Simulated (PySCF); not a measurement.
Ga (SMILES [Ga+]), charge +1, singlet. Base run: PySCF with B3LYP/def2-SVP.

Here is a job for PySCF.
```python
from pyscf import gto, scf, dft

mol = gto.Mole()
mol.atom = '''
    Ga    0.00000000    0.00000000    0.00000000
'''
mol.basis = 'def2-svp'
mol.charge = 1
mol.verbose = 4
mol.build()

mf = dft.RKS(mol)
mf.xc = 'b3lyp'
mf.kernel()
```

The base run was repeated with changes; each row names its change, and settings that it needs were set with it.

```
change                                       ΔE vs base (µEh)  SCF cycles        outcome
-------------------------------------------  ----------------  ----------  -------------
base                                                      0.0           6      converged
diis_space = 20                                           0.0           6      converged
diis = off (with mf.max_cycle = 100)                        -         100  not converged
solver = newton                                           0.0           -      converged
diis_space = 12                                           0.0           6      converged
conv_tol = 1e-11                                          0.0           7      converged
level_shift = 1.0 (with mf.max_cycle = 100)               0.0          20      converged
init_guess = sap                                          0.0           6      converged
diis_space = 4                                            0.0           6      converged
level_shift = 0.3 (with mf.max_cycle = 100)               0.0          10      converged
DIIS = ADIIS                                              0.0          11      converged
init_guess = huckel                                       0.0           5      converged
conv_tol = 1e-6                                           0.0           5      converged
```
